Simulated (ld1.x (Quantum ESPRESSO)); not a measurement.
**oxygen: from the effect back to the setting (TM)**

Base potential:

O, norm-conserving Troullier–Martins (Kleinman–Bylander form), made with ld1.x (Quantum ESPRESSO) 7.5 (LDA (PZ), scalar-relativistic). Core [He], reference 2s2 2p2 (charge +2). Waves: 2s (bound): rc 0.65 bohr; 3d channel at 0.5 Ry: rc 1.40 bohr; 2p (bound): rc 1.60 bohr. Local part: the p channel. Core correction: none.

Cutoffs, loose and tight: the cutoffs (Ry, on a coarse ladder) from which the occupation-weighted sum of valence levels, in a spherical-Bessel basis at the reference potential, stays within 10 and 1 mRy of its value at 400 Ry. They do not see the model core or the augmentation charge, which bear on the density cutoff. Test errors are all-electron minus pseudo excitation energies from the reference, over the configurations 2s2 2p4; 2s2 2p3; 2s2 2p1; 2s2 2p3.5; 2s2 2p0; 2s1 2p5; 2s1 2p4 (two spin-polarised tests are not counted in the largest error); variants that change the core or the reference have their own tests.

Only the p radius is moved:

| p radius (bohr) | cutoff, loose | cutoff, tight | bound ghosts | largest test error (meV) | median size of the test errors |
| --- | --- | --- | --- | --- | --- |
| 1.1 | 160 Ry | 300 Ry | none | +531 | 74.2 meV |
| 1.34 | 160 Ry | 300 Ry | none | +851 | 126.5 meV |
| 1.54 | 160 Ry | 300 Ry | none | +1221 | 190.8 meV |
| 2.08 | 160 Ry | 300 Ry | none | +2983 | 531.2 meV |
| 2.36 | 160 Ry | 300 Ry | d | +4432 | 837.0 meV |

**Question.** One more run gave cutoff, loose: 160 Ry; cutoff, tight: 300 Ry; bound ghosts: none; largest test error (meV): +2235; median size of the test errors: 381.3 meV. Which value of the p radius was used?

**Answer.** 1.84 bohr. The median size of the test errors moves one way along this sweep, from 74.2 meV at 1.1 to 837.0 meV at 2.36 bohr, which places the run between 1.54 and 2.08 bohr.
